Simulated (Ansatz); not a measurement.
`CB[SiH2]N` and `CB[SiH2]SC` differ in one atom or group.

Ansatz, PBE0-D4/def2-TZVP geometries, multiplicity 1. Each molecule was computed in one conformer, which needn't be the lowest.

```csv
property,`CB[SiH2]N`
LUMO energy (ωB97M-V/def2-TZVPP) / eV,0.27
HOMO–LUMO gap (PBE0/def2-TZVPP) / eV,5.41
LUMO energy (PBE/def2-TZVPP) / eV,-2.66
LUMO energy (B3LYP/def2-TZVPP) / eV,-1.88
LUMO energy (PBE0/def2-TZVPP) / eV,-1.68
HOMO energy (ωB97M-V/def2-TZVPP) / eV,-9.40
```

Question: What does the change do to each property? (Estimate.)

Answer: The calculation gave: 
```json
{"property": "LUMO energy (ωB97M-V/def2-TZVPP) / eV", "`CB[SiH2]SC`": "0.10", "shift": "-0.17"}
{"property": "HOMO–LUMO gap (PBE0/def2-TZVPP) / eV", "`CB[SiH2]SC`": "4.88", "shift": "-0.53"}
{"property": "LUMO energy (PBE/def2-TZVPP) / eV", "`CB[SiH2]SC`": "-2.84", "shift": "-0.18"}
{"property": "LUMO energy (B3LYP/def2-TZVPP) / eV", "`CB[SiH2]SC`": "-2.05", "shift": "-0.17"}
{"property": "LUMO energy (PBE0/def2-TZVPP) / eV", "`CB[SiH2]SC`": "-1.86", "shift": "-0.18"}
{"property": "HOMO energy (ωB97M-V/def2-TZVPP) / eV", "`CB[SiH2]SC`": "-8.93", "shift": "0.47"}
```

With PBE0 the HOMO rises by 0.35 eV and the LUMO falls by 0.18 eV, so the gap narrows by about 0.53 eV. PBE moves the HOMO by 0.18 eV and ωB97M-V by 0.47 eV.

B3LYP here is the variant with VWN-RPA as its local correlation; programs differ in this.
